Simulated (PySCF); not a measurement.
## Adding and removing an electron: HgB

r²SCAN; Hg def2-SVPD with ECP60, B def2-SVPD; scalar-relativistic core potentials (PySCF 2.14). Neutral (UKS): doublet (π ↑), Re = 2.328 Å, ωe = 289 cm⁻¹, De = 0.48 eV, HOMO -4.38 eV, LUMO -3.28 eV.

HgB⁺ (UKS): singlet (closed shell), Re = 2.331 Å, ωe = 332 cm⁻¹, De = 1.86 eV to Hg + B⁺. The energies at the minima are -178.20475 hartree for HgB and -177.93007 for HgB⁺.

(1) Work out the adiabatic ionisation energy, without and with harmonic zero-point energies (1 hartree = 27.2114 eV, 1 eV = 8065.5 cm⁻¹), and the change of the bond length.

Weak bonds: HgB. Basis-set superposition, not corrected here, can be much of De in a small basis, most of all at correlated wavefunction levels. These are scalar-relativistic numbers at best; spin–orbit coupling would shift them, the dissociation energy most. For an ion De counts to the pair picked by the measured ionisation energies or electron affinities, which need not be the lowest pair at this level. States were picked by a PBE0 search and need not be the measured ground states.

Results:

(1) At r²SCAN: 0.27468 hartree = 7.474 eV between the minima; the zero-point term (332.0 − 289.0)/2 cm⁻¹ = +0.003 eV makes it 7.477 eV. Re changes by +0.3 pm against the neutral. The electron leaves a π orbital, and the small change of length marks it as nearly non-bonding.
